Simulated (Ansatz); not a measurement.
Ta2O4⁺. Total charge 1; doublet. Geometry r2SCAN-D4/def2-SVP; atoms count from 1.

```tsv
atom	x (Å)	y (Å)	z (Å)
Ta1	0.5285	-0.0045	-0.2299
Ta2	-1.3632	1.0670	1.1215
O3	-0.0993	-1.6737	-0.7950
O4	-0.6441	1.5963	-0.5149
O5	0.3108	0.4866	1.7013
O6	1.2673	-1.4718	-1.2828
```

In the def2 sets Ta takes a core potential; there is no spin–orbit coupling. The structure holds 1 bond(s) between oxygen atoms. Another isomer (doublet) lies 4.48 eV lower at PBE0-D4/def2-TZVP; other spin states weren't run for this one.

Question: Estimate the Mulliken populations from the PBE0/def2-TZVP orbitals of Ansatz.

Answer: 
| atom | charge (e) | spin (α − β) | d electrons |
| --- | --- | --- | --- |
| Ta1 | 1.33 | 0.02 | 2.80 |
| Ta2 | 1.09 | 1.05 | 2.91 |
| O3 | -0.19 | 0.00 | – |
| O4 | -0.50 | -0.04 | – |
| O5 | -0.50 | -0.04 | – |
| O6 | -0.24 | 0.00 | – |
Mulliken values depend strongly on the basis.

Question: Where does the spin sit?

Answer: Summed by element: Ta 1.07, O -0.07, of 1 unpaired in all. Largest on single atoms: Ta2 1.05, O4 -0.04, O5 -0.04.

Question: And the Mayer bond orders between heavy atoms (over 0.3)?

Answer: Ta1–Ta2 1.15 (2.56 Å); Ta1–O3 1.34 (1.87 Å); Ta1–O4 0.85 (2.00 Å); Ta1–O5 0.85 (2.00 Å); Ta1–O6 1.06 (1.95 Å); Ta2–O4 1.31 (1.86 Å); Ta2–O5 1.31 (1.86 Å); O3–O6 0.83 (1.46 Å).
